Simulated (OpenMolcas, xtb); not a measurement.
# A ladder of methods for C2H7NSi (SMILES C=N[SiH2]C)

C2H7NSi: 11 atoms, total charge 0, spin state singlet. SMILES: `C=N[SiH2]C`. Geometry: relaxed at PBE0-D4/def2-TZVP. This is one conformer, not always the lowest.

Each level gives the HOMO–LUMO gap (eV). The values are calculated.

```csv
level,kind,program,value (eV),CPU time
GFN1-xTB,semi-empirical,xtb,3.08,under 2 s
HF/6-31G* (spherical functions),Hartree–Fock,OpenMolcas,14.32,6.2 s
SVWN5/6-31G* (spherical functions),LDA,OpenMolcas,3.69,25 s
PBE/6-31G* (spherical functions),GGA,OpenMolcas,3.85,36 s
revPBE/6-31G* (spherical functions),GGA,OpenMolcas,3.89,35 s
r2SCAN/6-31G* (spherical functions),meta-GGA,OpenMolcas,4.34,44 s
M06-2X/6-31G* (spherical functions),hybrid meta-GGA,OpenMolcas,8.89,41 s
B2PLYP/6-31G* (spherical functions),double hybrid,OpenMolcas,9.44,20 s
```

The values span 3.08 to 14.32 eV. Orbital gaps aren't excitation energies, and those of double hybrids come from the SCF part alone; they tend to grow with the share of exact exchange. Times are those of the runs behind each value, whatever else they computed, on shared processors of several kinds: orders of magnitude only.
